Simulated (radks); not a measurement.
Q: Sc, 21 electrons, occupied as [Ar] 3d1 4s2. Method: non-relativistic Kohn-Sham, PBE, spin-polarised, spherical densities, point nucleus; open shells are filled with parallel spins first; computed with a radial shooting solver on a logarithmic mesh with Libxc functionals. Some entries of the table are withheld. Estimate them.

orbital  occ.  eigenvalue (eV)  <r^2> (bohr^2)
1s down     1        -4370.720        0.007271
1s up       1        -4370.714        0.007271
2s up       1        -469.5641          0.1417
2s down     1        -469.3495          0.1416
2p up       3        -387.7136          0.1176
2p down     3        -387.5490          0.1175
3s up       1              (1)             (2)
3s down     1              (3)             (4)
3p up       3         -33.9234           1.615
3p down     3         -33.1336           1.617
4s up       1          -4.2652           15.81
4s down     1          -4.0034           16.54
3d up       1          -3.6515             (5)
3d down     0          -2.9739             (6)

A: 
(1) 3s up eigenvalue (eV): -54.7399
(2) 3s up <r^2> (bohr^2): 1.350
(3) 3s down eigenvalue (eV): -53.9506
(4) 3s down <r^2> (bohr^2): 1.350
(5) 3d up <r^2> (bohr^2): 4.513
(6) 3d down <r^2> (bohr^2): 5.008
